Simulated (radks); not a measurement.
Values are calculated unless marked as measured or tabulated.
Question: The gadolinium ion Gd11+ is in [Kr] 4d10 4f4 5s2 5p1. Level of theory: scalar-relativistic Kohn-Sham, PBE, spin-polarised, spherical densities, finite nucleus; Fermi nuclear charge, rms radius of each element as measured or else 0.836 A^(1/3) + 0.57 fm (a radial shooting solver on a logarithmic mesh with Libxc functionals). Open shells are filled with parallel spins first. One electron is removed from 5p, 4f, 4d, 5s in turn, with full relaxation. Which removal costs least, and what does each cost?

Answer: 5p 195.04 eV; 4f 214.47 eV; 5s 221.50 eV; 4d 354.78 eV. The 5p electron leaves first.
